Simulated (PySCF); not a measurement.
B(F)(H)(OSiH3) (BFH4OSi), SMILES FBO[SiH3]. Heavy atoms are numbered as in [BH:1]([F:2])[O:4][SiH3:5]. Hydrogens are named by the atom that carries them.

Geometry: TPSSh-D3(BJ)/def2-SVP. Other conformers were not sampled.

These are HF/pcSseg-1 in PySCF values and carry that method's errors.

GIAO shieldings, no solvent; atoms alike by connectivity are averaged. δ = σ(ref) − σ: ¹¹B against BF3 (σ = 102.7 ppm); ¹⁹F against CFCl3 (σ = 238.5 ppm); ¹H against TMS (σ = 31.99 ppm); ¹⁷O against H2O (σ = 333.0 ppm); ²⁹Si against TMS (σ = 393.8 ppm), references at their B3LYP-D3(BJ)/def2-TZVP geometries, non-relativistic.

Q: Estimate the chemical shifts. (The exact figures need the calculation; the answer reports its results.)

A: 
| nucleus | atoms | count | δ (ppm) |
|---|---|---|---|
| ¹¹B | B1 (BH) | 1 | 12.9 |
| ¹⁹F | F2 | 1 | -51.5 |
| ¹H | H on Si5 | 3 | 4.76 |
| ¹H | H on B1 | 1 | 4.27 |
| ¹⁷O | O4 | 1 | 89.0 |
| ²⁹Si | Si5 (SiH3) | 1 | -39.2 |
